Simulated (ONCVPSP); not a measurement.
# samarium ONCV: all-electron and pseudo phase curves

- Element: samarium (Sm)
- Generator: ONCVPSP 4.0.1
- Type: optimised norm-conserving Vanderbilt (ONCV)
- Functional: PBE
- Relativity: scalar-relativistic
- Frozen core: [Kr] 4d10
- Valence charge: 16
- Reference configuration: 4f6 5s2 5p6 6s0.5 (charge +1.5)
- Partial waves: 5s+6s: rc 2.35 bohr, ncon 4, nbas 8, qcut 4.8 1/bohr, 2 projectors; 5p: rc 2.40 bohr, ncon 4, nbas 8, qcut 7 1/bohr, 3 projectors, debl 2.2 Ha; d scattering state at 0.1 Ha: rc 2.55 bohr, ncon 4, nbas 9, qcut 4.1 1/bohr, 2 projectors, debl 0.7 Ha; 4f: rc 1.20 bohr, ncon 5, nbas 10, qcut 13.8 1/bohr, local
- Local potential: the f channel
- Core correction: Teter function, fcfact 3, rcfact 1.45

In the d channel the program set the typed energies aside and used 0.050, 0.750 Ha.

The phase is arctan(r·R′/R) of the radial function R(r), unwrapped; energies in Ha, scanned from -3 to 5 Ha. A pole is an energy at which the radial function vanishes at the test radius. The pseudo phase is shifted by a multiple of π to meet the all-electron one at the reference energy, and phase errors are pseudo minus all-electron; the curves can meet again beyond the range given. Levels narrower than the energy grid can be missing from the lists of poles.

Task: For each channel, where are the poles, and over which energies does the pseudopotential scatter like the atom?

Result:

| channel | radius (bohr) | reference energy (Ha) | poles, all-electron | poles, pseudo | unbroken range about the reference energy with phases within 0.05 rad | phase error 1 Ha above the reference energy (rad) |
| --- | --- | --- | --- | --- | --- | --- |
| s | 2.39 | -0.41 | -1.77, 2.75 | -1.77, 2.33, 4.04 | below 2.4 | -0.006 |
| p | 2.43 | -1.21 | -0.89, 3.45 | -0.89, 3.45 | the whole range | -0.000 |
| d | 2.60 | 0.05 | 0.28, 4.06 | 0.28, 3.38, 4.12 | below 3.4 | -0.000 |
| f | 1.22 | -0.44 | 0.66 | 0.79 | -1.2 to 1.4 | +0.021 |

Note: ghosts flagged at negative energy: s at -442.2 eV, p at -84.8 eV; GHOST(+) flagged for d at 93.3 eV. A true bound ghost makes a file unfit for plane-wave use.

Phases in the s channel:

```tsv
E (Ha)	all-electron	pseudo
-2.98	1.248	1.248
-2.76	1.193	1.193
-2.54	1.089	1.089
-2.32	0.783	0.782
-2.10	-0.685	-0.685
-1.88	-1.458	-1.458
-1.66	-1.642	-1.642
-1.44	-1.735	-1.735
-1.22	-1.807	-1.807
-1.00	-1.878	-1.878
-0.78	-1.964	-1.964
-0.56	-2.084	-2.084
-0.34	-2.275	-2.275
-0.12	-2.618	-2.618
0.10	-3.187	-3.189
0.32	-3.762	-3.767
0.54	-4.110	-4.116
0.76	-4.301	-4.308
0.98	-4.416	-4.424
1.20	-4.492	-4.501
1.42	-4.546	-4.557
1.64	-4.587	-4.601
1.86	-4.620	-4.638
2.08	-4.647	-4.672
2.30	-4.671	-4.707
2.52	-4.692	-4.751
2.74	-4.711	-4.831
2.96	-4.730	-5.229
3.18	-4.748	-7.549
3.40	-4.767	-7.741
3.62	-4.787	-7.799
3.84	-4.809	-7.832
4.06	-4.834	-7.857
4.28	-4.865	-7.877
4.50	-4.905	-7.896
4.72	-4.960	-7.915
4.94	-5.043	-7.936
```
